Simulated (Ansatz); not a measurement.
Steps of a relaxation of ClH5NSi2, SMILES `N[Si]([SiH3])Cl` radical with UKS PBE0-D4/def2-TZVP.

```sh
$ ansatz run in.yaml --threads 4 --pin off --events-out ev --progress --plain --max-ram 10444MiB
```

```yaml
crystal:
  periodic: [false, false, false]
  atoms:
    - {symbol: N, position_ang: [-0.912242, 1.425735, 0.637792]}
    - {symbol: Si, position_ang: [-0.396841, -0.219417, 0.964598]}
    - {symbol: Si, position_ang: [0.580848, -1.075364, -1.025364]}
    - {symbol: Cl, position_ang: [1.147064, -0.014372, 2.390979]}
    - {symbol: H, position_ang: [-0.959549, 2.095345, 1.413566]}
    - {symbol: H, position_ang: [-1.684739, 1.576126, -0.019404]}
    - {symbol: H, position_ang: [1.723772, -0.228072, -1.523921]}
    - {symbol: H, position_ang: [1.071451, -2.472798, -0.760670]}
    - {symbol: H, position_ang: [-0.481264, -1.133583, -2.094676]}
basis:
  gaussian: {orbitals: def2-TZVP}
magnetization: {spin_polarized: true, initial_magnetization: 1}
hamiltonian: {xc: pbe0, dispersion: d4}
relax: {f_tol: 0.005, max_steps: 150}
```

Positions (Å) and forces (eV/Å) along the path, 11 of 11 steps:

```xyz
9
step=1 energy=-29839.4870 eV
N    -0.912    1.426    0.638   -0.330   -0.144    0.275
Si   -0.397   -0.219    0.965    0.325    0.755   -0.008
Si    0.581   -1.075   -1.025    0.052   -0.136   -0.171
Cl    1.147   -0.014    2.391   -0.426   -0.042   -0.346
H    -0.960    2.095    1.414    0.034   -0.465   -0.511
H    -1.685    1.576   -0.019    0.502   -0.118    0.429
H     1.724   -0.228   -1.524   -0.260   -0.171    0.142
H     1.071   -2.473   -0.761   -0.113    0.300   -0.051
H    -0.481   -1.134   -2.095    0.216    0.021    0.241
9
step=2 energy=-29839.5259 eV
N    -0.916    1.440    0.656   -0.057   -0.285    0.054
Si   -0.364   -0.190    0.924   -0.046    0.416    0.118
Si    0.585   -1.095   -1.035    0.022    0.082   -0.050
Cl    1.136    0.011    2.358   -0.099   -0.036   -0.098
H    -0.997    2.070    1.447    0.057   -0.174   -0.183
H    -1.668    1.592   -0.006    0.143   -0.025    0.114
H     1.722   -0.250   -1.505   -0.041   -0.079   -0.028
H     1.060   -2.482   -0.765   -0.044    0.095    0.017
H    -0.469   -1.142   -2.092    0.065    0.006    0.056
9
step=3 energy=-29839.5358 eV
N    -0.912    1.420    0.641    0.009   -0.136    0.104
Si   -0.362   -0.192    0.935   -0.078    0.124   -0.050
Si    0.582   -1.077   -1.030    0.007    0.044    0.031
Cl    1.125    0.002    2.364    0.028    0.010    0.031
H    -0.964    2.067    1.416    0.018   -0.015   -0.040
H    -1.679    1.559    0.001    0.000    0.017   -0.028
H     1.721   -0.249   -1.511    0.031   -0.005   -0.030
H     1.045   -2.458   -0.750    0.008   -0.037   -0.002
H    -0.467   -1.119   -2.083   -0.024   -0.002   -0.016
9
step=4 energy=-29839.5371 eV
N    -0.916    1.417    0.646   -0.019   -0.086    0.061
Si   -0.363   -0.191    0.936   -0.023    0.058   -0.040
Si    0.585   -1.073   -1.030    0.008    0.017    0.016
Cl    1.124    0.006    2.367    0.016    0.008    0.024
H    -0.967    2.066    1.418    0.011    0.006   -0.022
H    -1.677    1.559   -0.002    0.008    0.019   -0.015
H     1.727   -0.257   -1.521    0.016    0.001   -0.014
H     1.043   -2.457   -0.751    0.002   -0.024    0.001
H    -0.468   -1.116   -2.080   -0.019    0.001   -0.012
9
step=5 energy=-29839.5385 eV
N    -0.927    1.411    0.656   -0.047   -0.008   -0.016
Si   -0.358   -0.188    0.935    0.039   -0.040   -0.003
Si    0.591   -1.070   -1.032    0.005   -0.009   -0.003
Cl    1.123    0.015    2.375   -0.008    0.005   -0.002
H    -0.973    2.064    1.423   -0.001    0.026    0.001
H    -1.673    1.561   -0.007    0.025    0.016    0.016
H     1.741   -0.271   -1.540   -0.008   -0.002    0.006
H     1.036   -2.460   -0.751   -0.004    0.007   -0.001
H    -0.470   -1.108   -2.076    0.000    0.004    0.001
9
step=6 energy=-29839.5384 eV rejected
N    -0.948    1.395    0.670    0.013   -0.005   -0.035
Si   -0.349   -0.194    0.935   -0.064    0.025    0.018
Si    0.593   -1.072   -1.036    0.019    0.015    0.013
Cl    1.124    0.023    2.380    0.006    0.008   -0.013
H    -0.963    2.076    1.413    0.016   -0.011    0.033
H    -1.676    1.565   -0.007    0.010   -0.030   -0.004
H     1.746   -0.274   -1.536    0.000   -0.009   -0.012
H     1.031   -2.464   -0.756   -0.002    0.003   -0.008
H    -0.469   -1.102   -2.080    0.002    0.003    0.006
9
step=7 energy=-29839.5390 eV
N    -0.937    1.402    0.661   -0.007   -0.014   -0.007
Si   -0.356   -0.193    0.938    0.007   -0.003   -0.004
Si    0.592   -1.071   -1.032    0.001   -0.003   -0.004
Cl    1.124    0.024    2.375    0.004    0.001    0.008
H    -0.966    2.068    1.418   -0.005    0.007   -0.005
H    -1.674    1.560   -0.009    0.004    0.010    0.008
H     1.744   -0.273   -1.536   -0.003   -0.001    0.003
H     1.031   -2.463   -0.757   -0.002    0.002   -0.001
H    -0.470   -1.099   -2.076    0.000    0.002    0.001
9
step=8 energy=-29839.5391 eV
N    -0.942    1.396    0.662   -0.002    0.006    0.000
Si   -0.351   -0.194    0.940    0.001   -0.003    0.000
Si    0.593   -1.071   -1.031   -0.002   -0.001    0.003
Cl    1.130    0.033    2.375    0.000    0.000    0.001
H    -0.968    2.068    1.414    0.000    0.000   -0.001
H    -1.676    1.555   -0.010    0.001   -0.002    0.000
H     1.750   -0.278   -1.530    0.001    0.000   -0.001
H     1.022   -2.467   -0.762    0.000   -0.001   -0.003
H    -0.469   -1.087   -2.076    0.000    0.001    0.001
9
step=9 energy=-29839.5392 eV
N    -0.943    1.394    0.662    0.004    0.005    0.003
Si   -0.349   -0.195    0.943    0.000   -0.001    0.003
Si    0.593   -1.071   -1.030   -0.002    0.001   -0.002
Cl    1.133    0.038    2.376   -0.002    0.001   -0.002
H    -0.970    2.068    1.412    0.001   -0.003   -0.001
H    -1.677    1.551   -0.011   -0.001   -0.005   -0.003
H     1.753   -0.281   -1.527    0.002    0.002   -0.001
H     1.018   -2.471   -0.769   -0.002    0.000    0.003
H    -0.470   -1.080   -2.073    0.000    0.001    0.000
9
step=10 energy=-29839.5392 eV
N    -0.943    1.392    0.661    0.002    0.006    0.007
Si   -0.347   -0.196    0.945    0.000    0.004    0.000
Si    0.593   -1.070   -1.029   -0.001   -0.002    0.003
Cl    1.135    0.042    2.379   -0.003   -0.001   -0.004
H    -0.972    2.067    1.409    0.001   -0.002   -0.001
H    -1.676    1.546   -0.013   -0.001   -0.005   -0.003
H     1.755   -0.283   -1.525    0.001    0.000    0.000
H     1.013   -2.472   -0.771    0.000    0.001   -0.002
H    -0.471   -1.073   -2.072    0.001    0.000    0.000
9
step=11 energy=-29839.5392 eV
N    -0.942    1.393    0.661    0.000    0.002    0.003
Si   -0.347   -0.195    0.945    0.000    0.001    0.001
Si    0.593   -1.071   -1.029   -0.001    0.000    0.001
Cl    1.135    0.042    2.378   -0.001   -0.001   -0.002
H    -0.973    2.067    1.410    0.000   -0.001   -0.001
H    -1.676    1.546   -0.013    0.000   -0.002   -0.001
H     1.755   -0.282   -1.525    0.000   -0.001    0.000
H     1.014   -2.472   -0.770    0.000    0.001    0.000
H    -0.470   -1.074   -2.072    0.001    0.000    0.000
```

Hardware: 4 threads of an Intel Xeon 6975P-C on a shared host. Wall time 23 s, peak host memory 0.57 GiB.
